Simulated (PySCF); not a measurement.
C4H5FSi, SMILES C(/C(=C/[SiH3])F)#C.

Geometry optimised at B3LYP-D3(BJ)/def2-SVP. The structure was generated by enumeration; whether it is a known compound was not checked.

Two levels are set side by side: TDDFT-PBE/def2-SVPD (PySCF) and TDDFT-ωB97X/def2-SVPD (PySCF). Vertical, same geometry. The lowest singlet is HOMO−1→LUMO 99 % with PBE and HOMO→LUMO 86 % with the other functional; states are paired by order. Differences are taken from unrounded values.

| quantity | TDDFT-PBE |
|---|---|
| lowest singlet excitation (eV) | 5.04 |
| lowest triplet excitation (TDA) (eV) | 3.22 |
| first bright state (f over 0.05) (eV) | 5.05 |
| its oscillator strength | 0.39 |

Problem. These are the TDDFT-PBE values. What does TDDFT-ωB97X give? (An estimate is asked for; the answer gives what the named calculation found.)

Solution. 
```json
[
 {"quantity": "lowest singlet excitation (eV)", "TDDFT-ωB97X": "5.52", "TDDFT-PBE minus TDDFT-ωB97X": "-0.49"},
 {"quantity": "lowest triplet excitation (TDA) (eV)", "TDDFT-ωB97X": "3.37", "TDDFT-PBE minus TDDFT-ωB97X": "-0.15"},
 {"quantity": "first bright state (f over 0.05) (eV)", "TDDFT-ωB97X": "5.52", "TDDFT-PBE minus TDDFT-ωB97X": "-0.47"},
 {"quantity": "its oscillator strength", "TDDFT-ωB97X": "0.40", "TDDFT-PBE minus TDDFT-ωB97X": "-0.01"}
]
```

Functionals without exact exchange tend to place singlet excitations lower, as here. Differences between two approximate levels are no errors against the true value.

Rough cost on one machine, each run with all the roots and properties that it gave: TDDFT-ωB97X against TDDFT-PBE about 7 times.
